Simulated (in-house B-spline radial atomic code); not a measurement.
Configurations of the magnesium ion Mg⁶⁺, with energies counted from [He] 2s2 2p2. Computed with a B-spline radial code for spherical atoms: scalar-relativistic (X2C) wB97X, spin-polarised, spherical fractional occupations, exact exchange averaged over the configuration, Fermi nucleus of rms radius 3.057 fm. Shells without spins written out take the highest spin.

```json
{"configuration": "[He] 2s2 2p1 3s1", "E - E(ref) (eV)": "131.41", "highest orbital": "3s up", "its <r> (bohr)": "1.519"}
{"configuration": "[He] 2s2 2p1 3d1", "E - E(ref) (eV)": "148.14", "highest orbital": "3d up", "its <r> (bohr)": "1.376"}
```

(1) Order these further configurations by energy, lowest first.
A. [He] 2s1 2p3
B. [He] 2s1 2p2 3d1
C. [He] 2s1 2p2 3s1

Answers

(1) A (13.452 eV), C (145.02 eV), B (161.43 eV).
